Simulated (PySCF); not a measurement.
C2H6F2Si. Atoms are numbered in the order given.

```xyz
11

C      1.5689     0.0000     0.9624
Si     0.0000     0.0000    -0.0273
C     -1.5689     0.0000     0.9624
F      0.0000     1.2954    -1.0107
F      0.0000    -1.2954    -1.0107
H      1.6255    -0.8919     1.6068
H      2.4486     0.0000     0.2997
H      1.6255     0.8919     1.6068
H     -2.4486     0.0000     0.2997
H     -1.6255    -0.8919     1.6068
H     -1.6255     0.8919     1.6068
```
Charge 0, spin multiplicity 1.

Coordinates come from a B3LYP-D3(BJ)/def2-SVP optimisation.

The numbers are results of B3LYP/pcSseg-1 in PySCF, not measurements.

GIAO shieldings, no solvent; atoms alike by connectivity are averaged. δ = σ(ref) − σ: ¹³C against TMS (σ = 181.3 ppm); ²⁹Si against TMS (σ = 338.7 ppm); ¹⁹F against CFCl3 (σ = 161.7 ppm); ¹H against TMS (σ = 31.68 ppm), references at their B3LYP-D3(BJ)/def2-TZVP geometries, non-relativistic.

Task: Estimate the chemical shifts. (Estimate from the structure and the level; the computed values follow.)

Result: 
| nucleus | atoms | count | δ (ppm) |
|---|---|---|---|
| ¹³C | C1, C3 | 2 | -0.2 |
| ²⁹Si | Si2 | 1 | 14.6 |
| ¹⁹F | F4, F5 | 2 | -155.5 |
| ¹H | H6, H7, H8, H9, H10, H11 | 6 | 0.55 |
